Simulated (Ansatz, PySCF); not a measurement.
Gas-phase reaction in SMILES: [InH2] (InH2) → [InH2] (InH2) as singlet, charge -1 (an electron is taken up)
Structures are relaxed separately at B3LYP-D3(BJ)/def2-TZVP in Ansatz (a quantum-chemistry and plane-wave program). Unstable Hartree-Fock reference: [InH2] (InH2) as singlet, charge -1.

Wanted: adiabatic electron affinity (0 K, with B3LYP-D3(BJ) harmonic zero-point energies from PySCF), positive where the reaction releases energy, in eV. Valence correlation only, unless marked. Open shells are spin-unrestricted. Spin-orbit coupling is left out. Frozen are the shells of the preceding noble gas and the d and f shells that filled before the atom's block. Past Kr the def2 sets carry scalar-relativistic core potentials. Anions need diffuse functions: def2-D sets add few; the other sets have none. 

| level | program | adiabatic electron affinity (eV) |
|---|---|---|
| SVWN5/def2-TZVPD | Ansatz | 1.52 |
| r2SCAN-D4/def2-TZVPD | Ansatz + dftd4 | 1.28 |
| PW6B95/def2-TZVPD | PySCF | 1.37 |
| B2PLYP/def2-TZVPD | Ansatz | 1.29 |
| SCS-MP2/def2-QZVPP | Ansatz | 1.19 |
| CCSD/def2-SVP | Ansatz | 0.93 |
